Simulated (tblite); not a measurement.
All values are computed: GFN2-xTB (tblite) harmonic vibrations without scaling, gas phase. This tight-binding method is rough: wavenumbers can miss measured ones by several per cent, in bad cases by 10 to 20. Modes of hydrogen on phosphorus, silicon and sulfur can be 10 to 20 % off. One conformer each. Open shells enter through the occupations alone, without spin polarisation, and single modes of such species can be off by tens of per cent. Thermal functions are those of the rigid rotor and harmonic oscillator, without mixing of conformers.

Problem. Order these by their zero-point energy, highest first (kcal/mol).
A. `F[SiH2][C@H]([SiH3])CS`
B. `O(C)[C@H]1[C@H](C(C)C)[C@@H]1[O-]`
C. `C=C(Cl)[S+]C` [radical]
D. `C[C@@H]1C[C@H](F)[C@H](C(F)(F)F)P1`
E. `CCS[Si@H](F)[SiH3]`
F. `FCC[SiH2]S[SiH3]`

Solution. B (115.5), D (89.9), E (64.0), F (62.7), A (60.4), C (42.8).

```json
{"SMILES": "CO[C@@H]1[C@@H]([O-])[C@H]1C(C)C", "atoms": "22", "mass (u)": "129.09", "symmetry number": "1", "modes under 300 cm⁻¹": "9", "ZPE (kcal/mol)": "115.5", "S translation (cal/(mol K))": "40.5", "S rotation": "29.4", "S vibration": "32.8", "S spin": "0.0", "S": "102.8", "Cp": "40.9"}
{"SMILES": "C[C@@H]1C[C@H](F)[C@H](C(F)(F)F)P1", "atoms": "20", "mass (u)": "188.04", "symmetry number": "1", "modes under 300 cm⁻¹": "9", "ZPE (kcal/mol)": "89.9", "S translation (cal/(mol K))": "41.6", "S rotation": "30.5", "S vibration": "33.4", "S spin": "0.0", "S": "105.5", "Cp": "43.7"}
{"SMILES": "CCS[Si@H](F)[SiH3]", "atoms": "15", "mass (u)": "139.99", "symmetry number": "1", "modes under 300 cm⁻¹": "8", "ZPE (kcal/mol)": "64.0", "S translation (cal/(mol K))": "40.7", "S rotation": "29.2", "S vibration": "32.0", "S spin": "0.0", "S": "102.0", "Cp": "37.8"}
{"SMILES": "FCC[SiH2]S[SiH3]", "atoms": "15", "mass (u)": "139.99", "symmetry number": "1", "modes under 300 cm⁻¹": "7", "ZPE (kcal/mol)": "62.7", "S translation (cal/(mol K))": "40.7", "S rotation": "29.3", "S vibration": "33.8", "S spin": "0.0", "S": "103.9", "Cp": "37.3"}
{"SMILES": "F[SiH2][C@H]([SiH3])CS", "atoms": "15", "mass (u)": "139.99", "symmetry number": "1", "modes under 300 cm⁻¹": "8", "ZPE (kcal/mol)": "60.4", "S translation (cal/(mol K))": "40.7", "S rotation": "29.4", "S vibration": "31.2", "S spin": "0.0", "S": "101.3", "Cp": "38.4"}
{"SMILES": "C=C(Cl)[S+]C", "atoms": "10", "mass (u)": "107.98", "symmetry number": "1", "modes under 300 cm⁻¹": "3", "ZPE (kcal/mol)": "42.8", "S translation (cal/(mol K))": "40.0", "S rotation": "27.2", "S vibration": "14.3", "S spin": "1.4", "S": "82.8", "Cp": "24.5"}
```

Entropies and Cp are for 298.15 K and 1 bar.
